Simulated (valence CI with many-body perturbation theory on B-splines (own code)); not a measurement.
# Tl LXVII: calculated level list

Method: valence CI with perturbative core correlation (CI+MBPT): five valence electrons over a frozen Dirac-Fock core [Ne], a basis of 11 s, 11 p, 10 d, 8 f, 5 g, 2 h functions for each j, with the one-electron correlation potential Σ1 (screened to all orders), the two-electron term Σ2, the three-electron term Σ3, Breit, model QED; selected single and double excitations, second order for the rest, scaled by the run's own slope (own B-spline code, finite nucleus).

No measured spectrum was set against this ion. As an estimate, large intervals hold to a few tenths of a per cent, small ones and those within an open d or f shell to about a per cent. Among the levels kept, up to 3300 cm⁻¹ of a level comes from second order outside the variational space, and about a tenth of that is noise between levels of different J, which matters for small intervals.

Levels 46 to 90 of 170, with energies above the lowest level, (3s^2 3p1/2^2 3p3/2) J=3/2. "Leading %" is the weight of the configuration and term that name the level; weights of strongly mixed levels are sums over their largest components and can fall short. In the jj column 3d3/2^4 stands for four electrons in 3d with j = 3/2. Lifetimes count E1, E2, E3, M1 and M2 decay at the calculated energies, and are blank where another channel may lead or the interval is too uncertain; long ones can be off by a factor of two.

```
No.  Configuration  Term    J  E (eV)  Leading %      g  Lifetime                     Leading jj
 46       3s²3p3d²   ⁴D°  3/2  1201.2         42  1.149   1.41 ps  3s^2 3p1/2 3d3/2 3d5/2 (96 %)
 47       3s²3p3d²   ⁴P°  1/2  1204.2         47  1.771   1.57 ps  3s^2 3p1/2 3d3/2 3d5/2 (97 %)
 48       3s²3p3d²   ²H°  9/2  1205.1         53  1.008   2.13 ps  3s^2 3p1/2 3d3/2 3d5/2 (99 %)
 49       3s²3p3d²   ⁴D°  5/2  1242.8         23  1.144   93.0 fs  3s^2 3p1/2 3d3/2 3d5/2 (80 %)
 50       3s²3p3d²   ²F°  7/2  1246.5         41  1.116    115 fs  3s^2 3p1/2 3d3/2 3d5/2 (86 %)
 51       3s²3p3d²   ²P°  3/2  1253.4         22  1.315   90.2 fs  3s^2 3p1/2 3d3/2 3d5/2 (82 %)
 52       3s3p²3d²    ⁴F  3/2  1257.7         43  0.471   9.97 ps      3s 3p1/2^2 3d3/2^2 (98 %)
 53       3s3p²3d²    ⁴F  5/2  1269.2         23  1.045   9.75 ps      3s 3p1/2^2 3d3/2^2 (98 %)
 54          3s3p⁴    ⁴P  3/2  1281.4         70  1.497    426 fs        3s 3p1/2 3p3/2^3 (87 %)
 55       3s3p²3d²    ⁴P  1/2  1292.8         44  2.230   8.66 ps      3s 3p1/2^2 3d3/2^2 (97 %)
 56          3s3p⁴    ²D  5/2  1302.9         62  1.293    412 fs        3s 3p1/2 3p3/2^3 (87 %)
 57          3s3p⁴    ²P  1/2  1324.6         45  1.401    230 fs        3s 3p1/2 3p3/2^3 (71 %)
 58          3s3p⁴    ²P  3/2  1327.3         37  1.134    184 fs        3s 3p1/2 3p3/2^3 (74 %)
 59       3s²3p3d²   ⁴D°  7/2  1335.3         36  1.227    956 fs      3s^2 3p1/2 3d5/2^2 (95 %)
 60       3s²3p3d²   ²G°  9/2  1337.7         32  1.116   1.30 ps      3s^2 3p1/2 3d5/2^2 (98 %)
 61       3s²3p3d²   ²P°  3/2  1346.7         28  1.315    885 fs      3s^2 3p1/2 3d5/2^2 (97 %)
 62       3s²3p3d²   ²F°  5/2  1348.0         38  1.088   1.04 ps      3s^2 3p1/2 3d5/2^2 (98 %)
 63       3s²3p²3d    ²F  7/2  1371.5         43  1.092    244 fs      3s^2 3p3/2^2 3d3/2 (98 %)
 64       3s²3p²3d    ²D  5/2  1374.1         26  1.153    156 fs      3s^2 3p3/2^2 3d3/2 (88 %)
 65       3s²3p3d²   ²P°  1/2  1377.4         70  0.644    856 fs      3s^2 3p1/2 3d5/2^2 (96 %)
 66       3s²3p²3d    ⁴P  3/2  1380.0         21  1.173    105 fs      3s^2 3p3/2^2 3d3/2 (74 %)
 67       3s²3p²3d    ⁴P  1/2  1382.2         39  1.681   90.5 fs      3s^2 3p3/2^2 3d3/2 (73 %)
 68       3s3p²3d²    ⁴F  7/2  1393.2         29  1.213   2.32 ps  3s 3p1/2^2 3d3/2 3d5/2 (98 %)
 69       3s3p²3d²    ⁴F  5/2  1397.9         22  1.159   2.13 ps  3s 3p1/2^2 3d3/2 3d5/2 (98 %)
 70       3s²3p²3d    ²D  3/2  1397.9         66  0.816    146 fs      3s^2 3p3/2^2 3d3/2 (88 %)
 71       3s3p²3d²    ⁴P  3/2  1405.7         29  1.570   1.98 ps  3s 3p1/2^2 3d3/2 3d5/2 (98 %)
 72       3s3p²3d²    ²G  9/2  1413.9         28  1.173   1.90 ps  3s 3p1/2^2 3d3/2 3d5/2 (98 %)
 73       3s3p²3d²    ²F  5/2  1415.9         25  1.112   1.96 ps  3s 3p1/2^2 3d3/2 3d5/2 (98 %)
 74       3s3p²3d²    ²G  7/2  1423.2         33  0.927   1.93 ps  3s 3p1/2^2 3d3/2 3d5/2 (99 %)
 75       3s3p²3d²    ²P  3/2  1424.3         21  1.083   1.96 ps  3s 3p1/2^2 3d3/2 3d5/2 (96 %)
 76       3s3p²3d²    ²P  1/2  1431.2         35  1.229   1.81 ps  3s 3p1/2^2 3d3/2 3d5/2 (97 %)
 77       3s²3p²3d    ²F  7/2  1465.7         50  1.234    104 ps      3s^2 3p3/2^2 3d5/2 (99 %)
 78       3s²3p²3d    ⁴F  9/2  1467.7         63  1.238    205 ps      3s^2 3p3/2^2 3d5/2 (99 %)
 79       3s²3p²3d    ²P  1/2  1479.0         60  1.137   5.04 ps      3s^2 3p3/2^2 3d5/2 (97 %)
 80       3s²3p²3d    ²D  5/2  1501.4         74  1.196    175 ps      3s^2 3p3/2^2 3d5/2 (99 %)
 81        3s3p³3d   ⁶D°  3/2  1504.9         26  1.264    812 fs  3s 3p1/2 3p3/2^2 3d3/2 (83 %)
 82       3s²3p²3d    ²P  3/2  1514.1         44  1.193    985 fs      3s^2 3p3/2^2 3d5/2 (96 %)
 83        3s3p³3d   ⁶D°  1/2  1515.1         46  2.124    661 fs  3s 3p1/2 3p3/2^2 3d3/2 (97 %)
 84        3s3p³3d   ⁴F°  5/2  1517.4         37  1.211    827 fs  3s 3p1/2 3p3/2^2 3d3/2 (95 %)
 85       3s²3p²3d    ²D  5/2  1520.0         51  1.184    802 fs      3s^2 3p3/2^2 3d5/2 (95 %)
 86        3s3p³3d   ⁴G°  7/2  1530.6         35  1.175    591 fs  3s 3p1/2 3p3/2^2 3d3/2 (97 %)
 87       3s3p²3d²    ⁴F  9/2  1534.6         31  1.263   1.28 ps      3s 3p1/2^2 3d5/2^2 (97 %)
 88            3p⁵   ²P°  3/2  1537.0         52  1.290    216 fs         3p1/2^2 3p3/2^3 (52 %)
 89        3s3p³3d   ²G°  9/2  1546.6         46  1.145    665 fs  3s 3p1/2 3p3/2^2 3d3/2 (98 %)
 90       3s3p²3d²    ⁴P  5/2  1550.0         21  1.347   1.10 ps      3s 3p1/2^2 3d5/2^2 (98 %)
```
